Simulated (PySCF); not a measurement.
**Electronic absorption of C5H5ClNPS**

Compound: C5H5ClNPS.
Bonds: C1–S2, S2–C3, C3–C4 (aromatic), C4–C5 (aromatic), C5–N6 (aromatic), N6–C7 (aromatic), C7–Cl8, C7–P9 (aromatic), C3–P9 (aromatic). Hydrogens: H10, H11, H12 on C1; H13 on C4; H14 on C5.

Method used: TDDFT PBE0/def2-SVPD, vertical, gas phase, core orbitals frozen in the response (PySCF 2.14.0, density-fitted response routines). Geometry: GFN2-xTB, one conformer, isolated molecule. Torsions of this conformer, `[CH3:1][S:2][c:3]1[cH:4][cH:5][n:6][c:7]([Cl:8])[p:9]1`: C1–S2–C3–C4 -179°.

```json
{"state": "S1", "E (eV)": "3.98", "E (hartree)": "0.1463", "f": "0.032", "|μ| (D)": "1.45", "symmetry": "A′", "main configurations (H = HOMO, L = LUMO)": "H→L (68%), H→L+1 (14%), H-1→L (14%)"}
{"state": "S2", "E (eV)": "4.09", "E (hartree)": "0.1501", "f": "0.0033", "|μ| (D)": "0.46", "symmetry": "A″", "main configurations (H = HOMO, L = LUMO)": "H-2→L (98%)"}
{"state": "S3", "E (eV)": "4.42", "E (hartree)": "0.1626", "f": "0.069", "|μ| (D)": "2.03", "symmetry": "A′", "main configurations (H = HOMO, L = LUMO)": "H→L+1 (39%), H-1→L (30%), H→L (28%)"}
{"state": "S4", "E (eV)": "4.57", "E (hartree)": "0.1678", "f": "0.0014", "|μ| (D)": "0.28", "symmetry": "–", "main configurations (H = HOMO, L = LUMO)": "H-2→L+1 (97%)"}
{"state": "S5", "E (eV)": "4.86", "E (hartree)": "0.1787", "f": "0.280", "|μ| (D)": "3.90", "symmetry": "A′", "main configurations (H = HOMO, L = LUMO)": "H-1→L (48%), H→L+1 (44%)"}
{"state": "S6", "E (eV)": "5.19", "E (hartree)": "0.1908", "f": "0.161", "|μ| (D)": "2.86", "symmetry": "A′", "main configurations (H = HOMO, L = LUMO)": "H-1→L+1 (86%)"}
```

Triplets, Tamm–Dancoff:

```tsv
state	E (eV)	λ (nm)	main configurations (H = HOMO, L = LUMO)
T1	2.88	430.9	H→L (70%), H-1→L (21%)
T2	3.48	356.0	H-1→L (65%), H→L (21%)
```

The lowest singlet comes at 311 nm (384 kJ/mol) in the ultraviolet; it is of moderate strength; its leading configuration is HOMO→LUMO (68%). The most intense listed level is S5 at 4.86 eV (255 nm, f = 0.280), 0.88 eV above S1. Löwdin shares by element: HOMO sulfur 44%, carbon 19% or more, phosphorus 18% (atoms not listed hold the other 19%); LUMO carbon 44% or more, phosphorus 31% (atoms not listed hold the other 25%). Orbital energies (eV): HOMO-3 -8.79, HOMO-2 -7.67, HOMO-1 -7.46, HOMO -6.93, LUMO -2.13, LUMO+1 -1.52, LUMO+2 -0.04. The listed states span 1.21 eV. Weighted by f, the mean energy of these states is 4.85 eV. Symmetry labels in Cs follow from the direction of the transition dipole and are given only for states with f of 0.002 or more. Singlets were solved by full linear response, triplets in the Tamm–Dancoff approximation.

On one thread of an Arm Neoverse V2, on a shared host, this took 36 s of wall time and 0.98 GiB of memory at its peak.
